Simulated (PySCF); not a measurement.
# Spinor energies of Tb⁴⁷⁺ (terbium, charge +47)

Start: [Ar]. Calculated with PySCF 2.14 in an even-tempered Gaussian basis (18 s from 12 bohr⁻², ratio 2.4; 14 p from 15 bohr⁻², ratio 2.4; 4 d from 58 bohr⁻², ratio 2.6; 4 f from 87 bohr⁻², ratio 2.6): generalised Hartree-Fock with the X2C-1e Hamiltonian and a Gaussian nucleus; one run each with spin-orbit coupling (SO) switched off, then screened by Boettger's factors.

| spinor shell | electrons | ε, spin-free (eV) | ε, screened SO (eV) | weight of nominal j (screened SO) | rms radius, screened SO (bohr) |
| --- | --- | --- | --- | --- | --- |
| 1s1/2 | 2 | -55301.8 | -55292.2 | 1.000 | 0.0245 |
| 2s1/2 | 2 | -11734.6 | -11731.8 | 1.000 | 0.0978 |
| 2p1/2 | 2 | -10766.9 | -11303.3 | 1.000 | 0.0835 |
| 2p3/2 | 4 | -10766.9 | -10538.7 | 1.000 | 0.0897 |
| 3s1/2 | 2 | -4509.9 | -4509.1 | 1.000 | 0.237 |
| 3p1/2 | 2 | -4200.4 | -4333.6 | 1.000 | 0.227 |
| 3p3/2 | 4 | -4200.4 | -4142.9 | 1.000 | 0.237 |

| quantity | spin-free | screened SO |
| --- | --- | --- |
| E (hartree) | -9678.16878 | -9686.09153 |
| M_J | 0 | 0 |
| ⟨J²⟩ | 0.000 | 0.000 |
| ⟨L²⟩ | 0.000 | 0.031 |
| ⟨S²⟩ | 0.000 | 0.031 |

Breit and QED terms are absent; they matter most for the inner s and p1/2 levels.

Densities and radii are taken from the X2C orbitals without a picture-change correction, which distorts them close to the nucleus.

Without spin-orbit coupling the j labels of p, d and f shells carry no meaning; the spin-free column gives the mean over the occupied spinors of each nl shell.
